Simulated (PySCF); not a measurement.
A side-by-side comparison of computed properties.

First species: C5H6N2O2S.
SMILES: `COC(=O)c1nnc(C)s1`

Second species: C4H11OP3.
Atom-mapped SMILES: `[CH3:1][O:2][CH2:3]/[P:4]=[P:5]/[CH2:6][CH2:7][PH2:8]` (hydrogens: H9, H10, H11 on C1; H12, H13 on C3; H14, H15 on C6; H16, H17 on C7; H18, H19 on P8)

Structure used (GFN2-xTB), in Å, numbered top down from 1:
```xyz
19
C4H11OP3 angstrom
C     -3.2112    0.0385    0.7817
O     -2.3193   -1.0451    0.7573
C     -1.9863   -1.4663   -0.5378
P     -0.6461   -0.4087   -1.3357
P      0.1216    0.2832    0.4137
C      1.4931    1.3569   -0.2704
C      2.7738    0.5301   -0.2062
P      2.5859   -0.6570    1.2077
H     -4.1809   -0.2420    0.3532
H     -3.3376    0.3141    1.8264
H     -2.8138    0.8983    0.2258
H     -1.6050   -2.4881   -0.4468
H     -2.8701   -1.4899   -1.1913
H      1.2819    1.7108   -1.2807
H      1.5797    2.2300    0.3843
H      3.6683    1.1497   -0.1017
H      2.8758   -0.0696   -1.1169
H      2.6278    0.3082    2.2132
H      3.9527   -0.9440    1.3472
```

Levels: PBE0/pcSseg-1 for HOMO energy, LUMO energy and HOMO–LUMO gap. Geometries: GFN2-xTB. Each structure is a single optimised conformer of the isolated species, non-relativistic unless stated. Electronic properties by PySCF.

The conformers computed, where there is a choice (atom-mapped SMILES and torsion angles):
- `[CH3:1][O:2][C:3](=[O:4])[c:5]1[n:6][n:7][c:8]([CH3:9])[s:10]1`: C1–O2–C3–O4 0°, O2–C3–C5–N6 0°

The conformers of `COC/P=P/CCP` aren't listed.

```csv
property,column X,column Y
HOMO energy,-7.73 eV,-6.32 eV
LUMO energy,-2.17 eV,-2.37 eV
HOMO–LUMO gap,5.56 eV,3.95 eV
```

Task: Which column belongs to which species?

Result: Column X is the first species and column Y the second. The first has 16 atoms and 82 electrons, the second 19 and 88.

Task: How does each property change from the first species to the second?

Result: HOMO energy +1.41 eV; LUMO energy -0.20 eV; HOMO–LUMO gap -1.61 eV.

